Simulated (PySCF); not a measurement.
**How the functional moves excitation energies**

ClGeH₃.
SMILES: `[Cl][GeH3]`

Linear-response calculations in the def2-SVPD basis (PySCF; singlets by full response, triplets Tamm–Dancoff, core orbitals frozen in the response; HF means time-dependent Hartree–Fock). 'Strongest' is the level of largest summed f among the singlets computed (10 roots, of which the last may lack a degenerate partner); it can jump between rows when another state enters that window. S1 is the lowest singlet of each run and needn't be the same state throughout; f(S1) is that of one state. Geometry: PBE0-D3(BJ)/def2-SVP; no solvent, vibrations or thermal averaging. The LDA/def2-SVPD calculation is non-relativistic and has no spin–orbit coupling, an omission that weighs most on germanium.

| functional | kind | S1 (eV) | f(S1) | strongest (eV) | T1 (eV) | HOMO (eV) | gap (eV) | ionisation energy, ΔSCF (eV) |
| --- | --- | --- | --- | --- | --- | --- | --- | --- |
| LDA | LDA | 6.03 | 0.015 | 6.03 | 5.65 | -7.54 | 5.81 | 11.04 |
| PBE | GGA | 6.16 | 0.016 | 6.16 | 5.74 | -7.49 | 5.97 | 10.95 |
| B3LYP | global hybrid, 20% exact exchange | 6.52 | 0.018 | 6.52 | 6.08 | -8.58 | 7.64 | 11.22 |
| PBE0 | global hybrid, 25% exact exchange | 6.71 | 0.017 | 6.71 | 6.24 | -8.85 | 8.19 | 11.26 |
| BHandHLYP | global hybrid, 50% exact exchange | 7.13 | 0.019 | 9.19 | 6.64 | -10.08 | 10.19 | 11.35 |
| CAM-B3LYP | range-separated hybrid | 6.85 | 0.019 | 6.85 | 6.37 | -10.19 | 10.41 | 11.39 |
| wB97X-D | range-separated hybrid | 6.97 | 0.019 | 6.97 | 6.54 | -10.72 | 11.75 | 11.42 |
| LC-wPBE | range-separated hybrid | 7.29 | 0.018 | 9.48 | 6.74 | -11.62 | 12.93 | 11.59 |
| HF | Hartree–Fock | 8.09 | 0.023 | 10.16 | 7.44 | -12.09 | 13.89 | not settled |

S1 runs from 6.03 eV (LDA) to 8.09 eV (HF), a spread of 2.06 eV, while the orbital gap spreads over 8.1 eV. Along PBE (0%), B3LYP (20%), PBE0 (25%), BHandHLYP (50%), HF (100%) S1 rises with the share of exact exchange. −ε(HOMO) comes closest to its own ΔSCF ionisation energy with LC-wPBE (+0.04 eV) and misses most with LDA (-3.50 eV). 'Not settled' means that the ion's SCF failed to converge or may have ended in another state than the lowest.
